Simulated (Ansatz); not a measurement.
Gas-phase electronic energies from Ansatz, PBE0-D4/def2-TZVP geometries. CBS: MP2 limit from def2 TZ/QZ plus the TZ coupled-cluster correction, frozen cores. Functionals use def2-TZVPP. For As outer-core shells are correlated without core-valence functions, which leaves a few kJ/mol of doubt a bond. Scalar relativity is left out up to krypton. One conformer a species, not always the lowest.

`C[SiH2][AsH2]` + `OC[AsH2]` → `C[SiH2]C[AsH2]` + `O[AsH2]`  (redistribution)

```
    level  ΔE (kJ/mol)
r2SCAN-D4        -32.6
     PBE0        -25.7
```

(1) What does CCSD(T)/CBS give? (Best estimate.)

Largest T1 diagnostic among the species: 0.012.

Answers

(1) Ansatz gave: -38.3 kJ/mol. The listed levels differ from it by 5.7, 12.6 kJ/mol.

The D4 term adds −3.9 kJ/mol with B3LYP and −2.3 kJ/mol with PBE0; it sums over pairs of atoms, weighted by their polarisabilities, and B3LYP, whose exchange is more repulsive, gets the larger term.

B3LYP here is the variant with VWN-RPA as its local correlation; programs differ in this.
